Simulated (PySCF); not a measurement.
## Magnetisability: SMILES C[C@@H]1CC[CH2][GaH]1, C5H11Ga

Geometry:
```json
{"atom": "C1", "x (Å)": "1.992", "y (Å)": "-0.061", "z (Å)": "-0.629"}
{"atom": "C2", "x (Å)": "1.028", "y (Å)": "0.165", "z (Å)": "0.540"}
{"atom": "C3", "x (Å)": "-0.023", "y (Å)": "-0.950", "z (Å)": "0.652"}
{"atom": "C4", "x (Å)": "-1.198", "y (Å)": "-0.751", "z (Å)": "-0.330"}
{"atom": "C5", "x (Å)": "-1.928", "y (Å)": "0.574", "z (Å)": "-0.064"}
{"atom": "Ga6", "x (Å)": "-0.284", "y (Å)": "1.749", "z (Å)": "0.305"}
{"atom": "H7", "x (Å)": "2.560", "y (Å)": "-0.983", "z (Å)": "-0.487"}
{"atom": "H8", "x (Å)": "1.453", "y (Å)": "-0.136", "z (Å)": "-1.574"}
{"atom": "H9", "x (Å)": "2.700", "y (Å)": "0.766", "z (Å)": "-0.707"}
{"atom": "H10", "x (Å)": "1.619", "y (Å)": "0.189", "z (Å)": "1.464"}
{"atom": "H11", "x (Å)": "-0.432", "y (Å)": "-0.950", "z (Å)": "1.669"}
{"atom": "H12", "x (Å)": "0.428", "y (Å)": "-1.930", "z (Å)": "0.471"}
{"atom": "H13", "x (Å)": "-0.803", "y (Å)": "-0.749", "z (Å)": "-1.351"}
{"atom": "H14", "x (Å)": "-1.878", "y (Å)": "-1.602", "z (Å)": "-0.244"}
{"atom": "H15", "x (Å)": "-2.584", "y (Å)": "0.472", "z (Å)": "0.808"}
{"atom": "H16", "x (Å)": "-2.558", "y (Å)": "0.855", "z (Å)": "-0.911"}
{"atom": "H17", "x (Å)": "-0.100", "y (Å)": "3.355", "z (Å)": "0.377"}
```

Theory: GIAO wB97X-D/pcSseg-1 magnetisability, rotational g tensor and spin-rotation constants, non-relativistic, gas phase (PySCF 2.14.0). Geometry: GFN2-xTB.

The calculation is non-relativistic, which matters for the atoms heavier than Zn.

Problem. How diamagnetic is it, and how anisotropic?

Solution. Isotropic -1325 × 10⁻³⁰ J/T², or -79.8 × 10⁻⁶ cm³/mol; principal values -1526, -1244, -1205 × 10⁻³⁰ J/T², anisotropy 304 × 10⁻³⁰ J/T² (root of half the summed squared differences of the principal values). The susceptibility is in cgs units.

Problem. Split it along the inertial axes a, b, c into diamagnetic and paramagnetic parts about the centre of mass, with the quadrupole moment.

Solution. 
| axis | χ (10⁻⁶ cm³/mol) | diamagnetic (10⁻⁶ cm³/mol) | paramagnetic (10⁻⁶ cm³/mol) | summed x² of all electrons (Å²) | quadrupole Θ (D Å) |
| --- | --- | --- | --- | --- | --- |
| a | -77.2 | -543.4 | 466.2 | 120.7 | -2.79 |
| b | -73.6 | -637.8 | 564.2 | 98.4 | -2.10 |
| c | -88.5 | -929.3 | 840.8 | 29.7 | +4.90 |

Anisotropies 2χaa − χbb − χcc = +7.7 and 2χbb − χaa − χcc = +18.5 × 10⁻⁶ cm³/mol. Θ is traceless in Buckingham's convention.

Problem. And the rotational g tensor?

Solution. 
| axis | rotational constant (GHz) | g | nuclear part | electronic part |
| --- | --- | --- | --- | --- |
| a | 2.9264 | -0.0165 | 0.6244 | -0.6409 |
| b | 2.3252 | -0.0175 | 0.5988 | -0.6163 |
| c | 1.5079 | -0.0037 | 0.5919 | -0.5956 |

Asymmetric top; isotopes 12C, 69Ga, 1H; no vibrational averaging.
